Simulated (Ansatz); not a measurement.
One change: `CS[SiH2][SeH]` becomes `CS[SiH2]O`.

Ansatz, PBE0-D4/def2-TZVP geometries, multiplicity 1. Each molecule was computed in one conformer, which needn't be the lowest.

Scalar relativity is left out up to krypton.

```json
{"property": "HOMO energy (PBE/def2-TZVPP) / eV", "`CS[SiH2][SeH]`": "-5.85"}
{"property": "size of the dipole moment (B3LYP/def2-TZVPP) / D", "`CS[SiH2][SeH]`": "1.63"}
{"property": "HOMO–LUMO gap (PBE/def2-TZVPP) / eV", "`CS[SiH2][SeH]`": "4.70"}
{"property": "HOMO–LUMO gap (PBE0/def2-TZVPP) / eV", "`CS[SiH2][SeH]`": "6.73"}
{"property": "HOMO energy (PBE0/def2-TZVPP) / eV", "`CS[SiH2][SeH]`": "-7.00"}
{"property": "LUMO energy (B3LYP/def2-TZVPP) / eV", "`CS[SiH2][SeH]`": "-0.51"}
```

(1) What does the change do to each property? (Best estimate.)

Results:

(1) The calculation gave: 
```csv
property,`CS[SiH2]O`,shift
HOMO energy (PBE/def2-TZVPP) / eV,-5.87,-0.02
size of the dipole moment (B3LYP/def2-TZVPP) / D,1.11,-0.52
HOMO–LUMO gap (PBE/def2-TZVPP) / eV,5.23,0.53
HOMO–LUMO gap (PBE0/def2-TZVPP) / eV,7.33,0.60
HOMO energy (PBE0/def2-TZVPP) / eV,-7.08,-0.08
LUMO energy (B3LYP/def2-TZVPP) / eV,-0.02,0.49
```

With PBE0 the HOMO falls by 0.08 eV and the LUMO rises by 0.53 eV, so the gap widens by about 0.61 eV. PBE moves the HOMO by -0.02 eV and ωB97M-V by -0.14 eV. Dipoles are sizes alone; their direction can turn.

B3LYP here is the variant with VWN-RPA as its local correlation; programs differ in this.

Spin–orbit coupling is left out; it splits and shifts lone-pair levels of the heavy atoms by tenths of an eV.
